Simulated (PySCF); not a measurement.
These 7 structures share the formula C9H11N. Method used: PySCF 2.14.0, PBE0-D3(BJ)/def2-SVP geometry optimisation, gas phase. One conformer each; no zero-point energy, no entropy. No frequencies were run at this level. Point groups hold within 0.08 Å.

**Question.** Order them by energy at this level, lowest first, and give relative energies in kcal/mol.
A. `[H]/[N:10]=[CH:9]/[C:8]1=[CH:7][C:4]([CH2:5][CH3:6])=[CH:3][C:2]1=[CH2:1]` with C3–C4–C5–C6 1°, C7–C8–C9–N10 180°
B. `[cH:1]1[cH:2][c:3]([CH:4]2[CH2:5][CH2:6][CH2:7]2)[cH:8][cH:9][n:10]1` with C2–C3–C4–C5 54°, C3–C4–C5–C6 -143°, C4–C5–C6–C7 19°, C5–C6–C7–C4 -19°, C3–C4–C7–C6 143°
C. `[cH:1]1[cH:2][cH:3][c:4]([CH:5]2[CH2:6][CH2:7][CH2:8]2)[n:9][cH:10]1` with C3–C4–C5–C6 -127°, C4–C5–C6–C7 -140°, C5–C6–C7–C8 19°, C6–C7–C8–C5 -19°, C4–C5–C8–C7 140°
D. `[CH:1]#[C:2][C:3]([CH3:4])([CH3:5])[n:6]1[cH:7][cH:8][cH:9][cH:10]1` with C2–C3–N6–C7 -179°
E. `[CH3:1][C@@H:2]([C:3]#[N:4])[C@:5]12[CH2:6][C@@H:7]3[C@H:8]([CH2:9]1)[C@H:10]23` with C1–C2–C5–C6 -55°
F. `[CH2:1]=[CH:2][C@@H:3]([CH3:4])[c:5]1[cH:6][cH:7][n:8][cH:9][cH:10]1` with C1–C2–C3–C4 117°, C2–C3–C5–C6 -67°
G. `C[C@H]1Cc2cc(N)ccc21`

**Answer.** C (0.0), G (0.0), B (2.9), F (5.8), A (24.4), D (42.5), E (50.3).

As drawn, the lowest has an aromatic ring, which the highest lacks; the highest has a three-membered ring, a C≡N group and a quaternary carbon, which the lowest lacks. Neighbours under 2.5 kcal/mol apart (c1ccc(C2CCC2)nc1 and C[C@H]1Cc2cc(N)ccc21) can change places with a better method, another conformer or zero-point energy.

```
                                     SMILES      E (Eh)  E rel (kcal/mol)  dipole (D)  point group       A, B, C (MHz)
                           c1ccc(C2CCC2)nc1  -403.55957               0.0        1.75           Cs  3710, 825.9, 754.4
                       C[C@H]1Cc2cc(N)ccc21  -403.55956               0.0        1.53           C1  3360, 896.6, 745.4
                           c1cc(C2CCC2)ccn1  -403.55497               2.9        2.75           Cs  3774, 785.5, 723.4
                       C=C[C@@H](C)c1ccncc1  -403.55032               5.8        2.54           C1  2611, 830.5, 781.9
                    [H]/N=C/C1=CC(CC)=CC1=C  -403.52074              24.4        1.63           Cs  3329, 762.3, 625.1
                          C#CC(C)(C)n1cccc1  -403.49186              42.5        2.31           Cs   2343, 1087, 884.2
C[C@@H](C#N)[C@]12C[C@@H]3[C@H](C1)[C@@H]32  -403.47934              50.3        4.13           C1   2578, 1078, 942.4
```
